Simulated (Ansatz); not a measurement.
Ansatz (a program for electronic structure) input:

Ansatz 0.2 input:
```yaml
crystal:
  periodic: [false, false, false]
  atoms:
    - {symbol: B, position_ang: [0.86898149, -0.01908620, 0.04804700]}
    - {symbol: C, position_ang: [-0.68042635, 0.03011614, -0.00855566]}
    - {symbol: H, position_ang: [1.43617382, -0.96026324, 0.51593106]}
    - {symbol: H, position_ang: [1.52837762, 0.85392089, -0.43100645]}
    - {symbol: H, position_ang: [-1.10901199, 1.03181344, -0.06663557]}
    - {symbol: H, position_ang: [-0.92833931, -0.45791073, -0.96767820]}
    - {symbol: H, position_ang: [-1.18954946, -0.55282617, 0.76048813]}
basis:
  gaussian:
    orbitals: aug-cc-pVDZ
magnetization: {spin_polarized: false}
correlation: {method: ccsd_t, electrons: outside_noble_gas}
output: {forces: true}
```

### Question
Predict the final energy.

### Answer
-65.73477 Eh (CCSD(T)/aug-cc-pVDZ). The basis has 91 functions.
